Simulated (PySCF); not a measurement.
C2H4N3 (SMILES c1nc[nH+][nH]1), charge +1, singlet, geometry from GFN2-xTB; BLYP/6-31G, TDDFT run with PySCF.

Here is a job for PySCF.
```python
from pyscf import gto, scf, dft, tdscf

mol = gto.M(
    atom='''
C    -0.71130340   -0.88390006   -0.08233019
N     0.58884627   -1.05191875   -0.20687550
C     1.12692017    0.14143960   -0.06368572
N     0.17870758    1.05847958    0.14965574
N    -0.99672714    0.40283582    0.13773371
H    -1.43773740   -1.67307111   -0.14890561
H     2.18095037    0.34539069   -0.11220252
H     0.26160048    2.05960166    0.29773626
H    -1.89430098    0.85706499    0.27586970
''',
    basis='6-31g',
    charge=1,
    verbose=4,
)

mf = dft.RKS(mol)
mf.xc = 'blyp'
mf.kernel()
td = mf.TDDFT()
td.nstates = 5
td.kernel()
td.analyze()
```

Problem. Predict the main parts of the log of this PySCF run.

Solution. 
```
PySCF version 2.14.0

[INPUT] verbose = 4
[INPUT] num. atoms = 9
[INPUT] num. electrons = 36
[INPUT] charge = 1
[INPUT] spin (= nelec alpha-beta = 2S) = 0
[INPUT] symmetry False subgroup None
[INPUT] Mole.unit = angstrom
[INPUT] Symbol           X                Y                Z      unit          X                Y                Z       unit  Magmom
[INPUT]  1 C     -0.711303400000  -0.883900060000  -0.082330190000 AA   -1.344168617472  -1.670329034887  -0.155581510883 Bohr   0.0
[INPUT]  2 N      0.588846270000  -1.051918750000  -0.206875500000 AA    1.112758179772  -1.987838342795  -0.390938036882 Bohr   0.0
[INPUT]  3 C      1.126920170000   0.141439600000  -0.063685720000 AA    2.129570485548   0.267282107168  -0.120348568846 Bohr   0.0
[INPUT]  4 N      0.178707580000   1.058479580000   0.149655740000 AA    0.337708382584   2.000236514645   0.282808361569 Bohr   0.0
[INPUT]  5 N     -0.996727140000   0.402835820000   0.137733710000 AA   -1.883541315521   0.761249372965   0.260278990020 Bohr   0.0
[INPUT]  6 H     -1.437737400000  -1.673071110000  -0.148905610000 AA   -2.716929925044  -3.161646184822  -0.281390821311 Bohr   0.0
[INPUT]  7 H      2.180950370000   0.345390690000  -0.112202520000 AA    4.121398890569   0.652693810075  -0.212032033286 Bohr   0.0
[INPUT]  8 H      0.261600480000   2.059601660000   0.297736260000 AA    0.494353261255   3.892083063100   0.562639988752 Bohr   0.0
[INPUT]  9 H     -1.894300980000   0.857064990000   0.275869700000 AA   -3.579710049695   1.619618102053   0.521318179066 Bohr   0.0

nuclear repulsion = 176.218256564326
number of shells = 33
number of NR pGTOs = 126
number of NR cGTOs = 53
basis = 6-31g
ecp = {}

******** <class 'pyscf.dft.rks.RKS'> ********
method = RKS
initial guess = minao
damping factor = 0
level_shift factor = 0
DIIS = <class 'pyscf.scf.diis.CDIIS'>
diis_start_cycle = 1
diis_space = 8
diis_damp = 0
SCF conv_tol = 1e-09
SCF conv_tol_grad = None
SCF max_cycles = 50
direct_scf = True
direct_scf_tol = 1e-13
XC library pyscf.dft.libxc version 7.1.2
    S. Lehtola, C. Steigemann, M. J. T. Oliveira, and M. A. L. Marques,  SoftwareX 7, 1–5 (2018)
XC functionals = blyp
    A. D. Becke,  Phys. Rev. A 38, 3098 (1988)
    C. Lee, W. Yang, and R. G. Parr,  Phys. Rev. B 37, 785 (1988)
    B. Miehlich, A. Savin, H. Stoll, and H. Preuss,  Chem. Phys. Lett. 157, 200 (1989)
radial grids:
    Treutler-Ahlrichs [JCP 102, 346 (1995); DOI:10.1063/1.469408] (M4) radial grids

becke partition: Becke, JCP 88, 2547 (1988); DOI:10.1063/1.454033
pruning grids: <function nwchem_prune>
grids dens level: 3
symmetrized grids: False
atomic radii adjust function: <function treutler_atomic_radii_adjust>
small_rho_cutoff = 0
Set gradient conv threshold to 3.16228e-05
Initial guess from minao.
tot grids = 109176
init E= -243.720312284359
  HOMO = -0.277011173329932  LUMO = -0.0656203147847798  gap/eV = 5.75224
cycle= 1 E= -242.357540440652  delta_E= 1.36  |g|= 0.482  |ddm|= 3.22
  HOMO = -0.318234978890472  LUMO = -0.30631199028256  gap/eV = 0.32444
cycle= 2 E= -241.912675612461  delta_E= 0.445  |g|= 1.42  |ddm|= 3.26
  HOMO = -0.439514744129652  LUMO = -0.290089609934626  gap/eV = 4.06607
cycle= 3 E= -242.424890907723  delta_E= -0.512  |g|= 0.055  |ddm|= 2.42
  HOMO = -0.44269778665653  LUMO = -0.283900668688732  gap/eV = 4.32109
cycle= 4 E= -242.42550006059  delta_E= -0.000609  |g|= 0.036  |ddm|= 0.116
  HOMO = -0.441659029938702  LUMO = -0.28455162272811  gap/eV = 4.27511
cycle= 5 E= -242.425783635677  delta_E= -0.000284  |g|= 0.0106  |ddm|= 0.037
  HOMO = -0.442507337276586  LUMO = -0.2851865924913  gap/eV = 4.28092
cycle= 6 E= -242.425812873044  delta_E= -2.92e-05  |g|= 0.00168  |ddm|= 0.0124
  HOMO = -0.442218621257159  LUMO = -0.284897784127715  gap/eV = 4.28092
cycle= 7 E= -242.425813649786  delta_E= -7.77e-07  |g|= 0.000182  |ddm|= 0.00213
  HOMO = -0.442244787660822  LUMO = -0.284910735808946  gap/eV = 4.28128
cycle= 8 E= -242.425813662674  delta_E= -1.29e-08  |g|= 9.42e-06  |ddm|= 0.00037
  HOMO = -0.442245495584054  LUMO = -0.28491100182542  gap/eV = 4.28129
cycle= 9 E= -242.425813662708  delta_E= -3.37e-11  |g|= 1.96e-06  |ddm|= 2.45e-05
  HOMO = -0.442245943554821  LUMO = -0.284910778820805  gap/eV = 4.28131
Extra cycle  E= -242.4258136627  delta_E= 7.33e-12  |g|= 5.8e-06  |ddm|= 8.91e-06
converged SCF energy = -242.4258136627

******** <class 'pyscf.tdscf.rks.CasidaTDDFT'> for <class 'pyscf.dft.rks.RKS'> ********
nstates = 5 singlet
deg_eia_thresh = 1.000e-03
wfnsym = None
conv_tol = 1e-05
eigh lindep = 1e-12
eigh level_shift = 0
eigh max_cycle = 100

Excitation energies (eV)
[4.34140527 7.15945966 7.16705038 7.3101532  7.57177869]

** Singlet excitation energies and oscillator strengths **
Excited State   1:      4.34141 eV    285.59 nm  f=0.0000
      18 -> 19        0.70686
Excited State   2:      7.15946 eV    173.18 nm  f=0.0647
      16 -> 19        0.64343
      17 -> 20       -0.26837
Excited State   3:      7.16705 eV    172.99 nm  f=0.0259
      18 -> 20       -0.70562
Excited State   4:      7.31015 eV    169.61 nm  f=0.0076
      17 -> 19        0.26053
      18 -> 21       -0.65300
Excited State   5:      7.57178 eV    163.75 nm  f=0.0026
      18 -> 22        0.70600

** Transition electric dipole moments (AU) **
state          X           Y           Z        Dip. S.      Osc.
  1        -0.0000      0.0000     -0.0000      0.0000      0.0000
  2         0.5306      0.2959      0.0054      0.3691      0.0647
  3         0.0287     -0.0584      0.3788      0.1477      0.0259
  4         0.0989     -0.1766     -0.0347      0.0422      0.0076
  5        -0.1040     -0.0580     -0.0011      0.0142      0.0026

** Transition velocity dipole moments (imaginary part, AU) **
state          X           Y           Z        Dip. S.      Osc.
  1        -0.0000      0.0000     -0.0000      0.0000      0.0000
  2         0.1024      0.0571      0.0010      0.0137      0.0348
  3         0.0138     -0.0280      0.1815      0.0339      0.0858
  4         0.0247     -0.0442     -0.0087      0.0026      0.0066
  5         0.0105      0.0058      0.0001      0.0001      0.0003

** Transition magnetic dipole moments (imaginary part, AU) **
state          X           Y           Z
  1        -0.0763      0.1363      0.0268
  2        -0.0224      0.0454     -0.2946
  3         1.2759      0.7117      0.0129
  4        -0.0000      0.0000     -0.0000
  5         0.0131     -0.0266      0.1728
```
